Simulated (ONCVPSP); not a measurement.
Zn (Z = 30): one change to an ONCV potential, before and after

ONCVPSP 4.0.1 input, shortened (lines: element, Z, core and valence counts, functional; n l f; lmax; l rc ep ncon nbas qcut; lloc lpopt rc5 dvloc0; l nproj debl; icmod fcfact rcfact), LDA (Perdew-Wang 92), scalar-relativistic:

```
  Zn 30.00    3    4  -001012      upf
    1    0    2.00
    2    0    2.00
    2    1    6.00
    3    0    2.00
    3    1    6.00
    3    2   10.00
    4    0    2.00
    2
    0    1.15    0.00    5   10   13.80
    1    0.90    0.00    5   10   18.80
    2    0.75    0.00    3    8   24.00
    4    5    0.75    2.00
    0    2    1.50
    1    2    2.20
    2    2    1.20
    0    0.00    0.00
```

In the p channel the program set the typed energies aside and used -3.060, 0.250 Ha.

Change: fully relativistic. In the p channel the program set the typed energies aside and used -3.022, 0.250 Ha (j = l + 1/2; the other j can differ).

Cutoffs: the cutoffs (Ha) at which the residual kinetic energy of the hardest occupied pseudo-wave falls to 1 and 0.1 mHa per electron; they do not see the model core or the augmentation charge, which bear on the density cutoff. Errors are all-electron minus pseudo energies relative to the spin-unpolarised reference configuration.

Question: What does the change do?

Answer: The potential gets neither clearly harder nor softer (183 Ha and 212 Ha → 183 Ha and 211 Ha); of the 4 tests that both files solve, the error grows in 2 and shrinks in 1 by more than 15 % and 0.3 meV (median size 3.8 → 2.0 meV); neither file shows a bound ghost.

| quantity | base | changed |
| --- | --- | --- |
| cutoff, loose | 183 Ha | 183 Ha |
| cutoff, tight | 212 Ha | 211 Ha |
| loose cutoff by channel | s 62 Ha, p 104 Ha, d 183 Ha | s 62 Ha, p 104 Ha, d 183 Ha |
| bound ghosts | none | none |
| GHOST(+) flags under 300 eV | none | none |
| error for 3s2 3p6 3d10 4s1, meV [ΔE 10.18 eV] | -0.4 | +0.7 |
| error for 3s2 3p6 3d10 4s0, meV [ΔE 28.95 eV] | -0.1 | +2.9 |
| error for 3s2 3p6 3d9 4s0, meV [ΔE 69.84 eV] | -7.1 | +1.0 |
| error for 3s1 3p6 3d10 4s2, meV [ΔE 137.47 eV] | -13 | +21 |
| s: phases at 1.17 bohr within 0.05 rad from the reference energy up to (Ha; the scan ends near 5) | to the end of the scan | to the end of the scan |
